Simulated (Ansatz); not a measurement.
Ansatz results at the PBE0-D4/def2-TZVP geometry: HOMO–LUMO gap (PBE/def2-TZVPP) 4.44 eV; size of the dipole moment (ωB97M-V/def2-TZVPP) 0.24 D; HOMO–LUMO gap (ωB97M-V/def2-TZVPP) 10.46 eV.

(1) Which molecule gave them?
A. `C[O][AlH][Cl]`
B. `C#[C][Al]([CH3])[C]#C`
C. `[CH3][AlH][GeH3]`
D. `C[CH2][Al]([F])[Br]`

## Answers

(1) B. The others give `[CH3][AlH][GeH3]`: 3.85, 1.33, 9.29; `C[O][AlH][Cl]`: 5.44, 1.02, 11.73; `C[CH2][Al]([F])[Br]`: 5.58, 2.22, 11.42.
